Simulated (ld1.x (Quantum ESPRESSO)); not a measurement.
## Reading a pseudo-wave (S (Z = 16))

Columns: radius, all-electron u(r) and pseudo u(r) of the 3p shell (level -9.41 eV) of sulfur in the configuration [Ne] 3s2 3p3.75; LDA (PZ), non-relativistic, TM scheme, ld1.x (Quantum ESPRESSO) 7.5.

```csv
r (bohr),all-electron,pseudo
0.088,0.1412,-0.0060
0.175,0.2924,-0.0234
0.262,0.3419,-0.0519
0.350,0.3021,-0.0910
0.438,0.2058,-0.1393
0.525,0.0828,-0.1948
0.612,-0.0489,-0.2561
0.700,-0.1787,-0.3222
0.788,-0.2980,-0.3899
0.875,-0.4019,-0.4561
0.962,-0.4904,-0.5191
1.050,-0.5643,-0.5772
1.138,-0.6232,-0.6277
1.225,-0.6678,-0.6686
1.312,-0.7001,-0.6998
1.400,-0.7219,-0.7216
1.487,-0.7341,-0.7340
1.575,-0.7385,-0.7385
1.662,-0.7362,-0.7362
1.750,-0.7284,-0.7284
1.838,-0.7161,-0.7161
1.925,-0.7003,-0.7003
2.012,-0.6819,-0.6819
2.100,-0.6611,-0.6611
2.188,-0.6386,-0.6386
2.275,-0.6154,-0.6154
```

How many radial nodes do the two functions have?

The all-electron 3p function has n − l − 1 = 1; the pseudo-wave has 0, since the states of the same l below it are removed with the core.

Where does each function peak?

Outermost all-electron maximum near 1.57 bohr, pseudo maximum near 1.57 bohr (to the table’s step).

Is the pseudo-wave norm-conserving?

Yes: the TM scheme keeps the norm inside the radius equal to the all-electron one, which fixes the energy derivative of the logarithmic derivative at the level.
